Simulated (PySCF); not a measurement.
C4H7NSi, SMILES C1=C[SiH2]C=NC1.

The structure is a stationary point at PBE0-D3(BJ)/def2-SVP. The structure was generated by enumeration, and PubChem lists no compound with its InChIKey, so it may never have been made. One conformer was computed; it need not be the lowest.

These are SMD-PBE0/def2-SVP run with PySCF values and carry that method's errors.

Solvation free energies are E(SMD) − E(gas) at the gas-phase geometry, for 1 M in both phases. In vacuum the dipole moment is 1.44 D.

| solvent | ΔG(solv) (kcal/mol) | its non-electrostatic (CDS) part | dipole (D) |
|---|---|---|---|
| water | -2.6 | 1.8 | 1.88 |
| dichloromethane | … | … | … |
| chlorobenzene | -3.7 | -0.4 | 1.77 |

Task: Some entries are withheld; supply them. (An estimate is asked for; the answer gives what the named calculation found.)

Result: 
- dichloromethane, ΔG(solv) (kcal/mol): -4.4
- dichloromethane, its non-electrostatic (CDS) part: -0.7
- dichloromethane, dipole (D): 1.81
